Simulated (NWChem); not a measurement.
Species: CH₆GeOSi; SMILES O=C[SiH2][GeH3]

```xyz
10

O      1.1482    -2.6490    -0.0226
C      0.3496    -2.0375     0.6619
Si    -0.8823    -0.7305    -0.0930
Ge     0.2353     1.3902    -0.1085
H      0.3229    -2.1846     1.7917
H     -2.1179    -0.6394     0.7653
H     -1.2414    -1.1450    -1.4916
H     -0.6961     2.4962    -0.6714
H      1.5090     1.3059    -0.9880
H      0.6509     1.7811     1.3346
```
Atoms are numbered in this order, from 1.

Level: PBE-D3(BJ)/def2-SVP (NWChem), optimised geometry, unscaled harmonic frequencies. 

```csv
frequency (cm⁻¹),IR intensity (km/mol)
42,4.4
82,0.5
116,1.3
271,12.4
336,3.6
351,8.7
422,2.5
508,9.0
592,18.9
666,108.1
726,25.0
757,188.1
851,21.8
853,23.5
859,34.5
888,55.6
1335,21.2
1734,162.3
2071,68.8
2085,88.7
2093,73.5
2145,78.0
2179,67.8
2704,190.0
```

```
Item                                                                                Value
-----------------------------------------------------------------------  ----------------
zero-point energy                                                           35.2 kcal/mol
thermal correction to the enthalpy at 298.15 K (with zero-point energy)     40.6 kcal/mol
heat capacity Cv                                                         25.3 cal/(mol K)
entropy at 298.15 K and 1 atm (symmetry number 1)                        87.8 cal/(mol K)
dipole moment                                                                      1.84 D
```

Rigid rotor and harmonic oscillator; modes under 100 cm⁻¹ make the entropy uncertain.
